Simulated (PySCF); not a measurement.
Species: C₆H₆NS (doublet state).
Geometry (GFN2-xTB, Å), atoms numbered from 1 in this order:
```xyz
14
C6H6NS angstrom
N      0.4704    2.2562    1.8321
C      0.0712    1.7726    0.8763
C     -0.4284    1.1108   -0.3057
C     -1.6615    0.3556    0.0492
C     -1.5015   -0.9289    0.2268
C     -0.0493   -1.3141   -0.0303
C      0.4939   -0.0753   -0.7614
S      2.2708    0.2021   -0.5525
H     -0.5608    1.8502   -1.0995
H     -2.2368   -1.6564    0.5114
H      0.4617   -1.4713    0.9243
H      0.0454   -2.2196   -0.6287
H      0.3668   -0.1973   -1.8393
H      2.2573    0.3149    0.7753
```

The hyperfine couplings belong to this conformer and change with its torsions.

As a line formula: `C([C@H]1[C@@H](S)CC=[C]1)#N` [radical].

The calculation used UKS B3LYP, pcH-1 on C H N S, non-relativistic, mean-field spin-orbit, GIAO in PySCF. Isolated species at its GFN2-xTB geometry (one conformer only). Couplings are sensitive to structure, and on GFN2-xTB geometries they can be far from those on DFT ones. The SCF solution wasn't tested for stability.

Q: Match the computed a_iso(13C) values +440.7, +47.1, +38.8, +33.3, +20.6, +3.7 MHz with the sites C2; C3; C4; C5; C6; C7.

A: 
```tsv
site	a_iso (MHz)	ρ(0) (bohr⁻³)	position	distance from C4 (Å)	spin population	largest |T| (MHz)
C2	+3.7	+0.0033	2 bonds from C4	2.39	+0.01	2.2
C3	+33.3	+0.0296	1 bond from C4	1.49	-0.01	15.3
C4	+440.7	+0.3921	largest spin population	0.00	+0.98	131.6
C5	+20.6	+0.0183	1 bond from C4	1.31	-0.13	22.0
C6	+47.1	+0.0419	2 bonds from C4	2.32	+0.07	13.8
C7	+38.8	+0.0345	2 bonds from C4	2.34	+0.03	8.2
```

ρ(0) is the spin density at the nucleus and T the dipolar tensor; a_iso includes a spin–orbit part. The largest Mulliken spin populations are on C4 (+0.98), C5 (-0.13) and C6 (+0.07). No atom but C4 exceeds +0.15. The positive populations add up to 1.15 and the negative ones to -0.15, together 2S = 1.

Time: 93 s wall (grids of density and orbitals included); peak memory 1.0 GiB. Hardware: one thread of an Arm Neoverse V2 (shared host).
